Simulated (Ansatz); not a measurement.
Species: sum formula NbO2Cl, net charge -1, doublet state. The spin state was set by rule; other spins were not relaxed. 
Coordinates optimised at B3LYP-D3(BJ)/def2-TZVP (Ansatz, a program for electronic structure):
```
Nb
O 1 1.7564
O 1 1.7564 2 111.62
Cl 1 2.4358 2 119.63 3 146.85
```
Charge -1, spin multiplicity 2.

Basis-set convergence of Hartree-Fock and CCSD correlation energies (hartree) with Ansatz. Cores are frozen in the correlated levels unless marked. UHF or UKS for open shells. Spin-orbit coupling is left out. Frozen are the shells of the preceding noble gas and the d and f shells that filled before the atom's block. In def2 rows, elements after Kr have scalar-relativistic effective core potentials. This anion needs diffuse functions, which these sets lack.

| basis | functions | E(HF) | E(corr, CCSD) |
|---|---|---|---|
| def2-SVP | 77 | -665.50298 | -0.66852 |
| def2-TZVPP | 160 | (withheld) | (withheld) |

**Question.** What belongs in the gaps?

**Answer.** 
- def2-TZVPP, E(HF): -665.87347
- def2-TZVPP, E(corr, CCSD): -0.84872
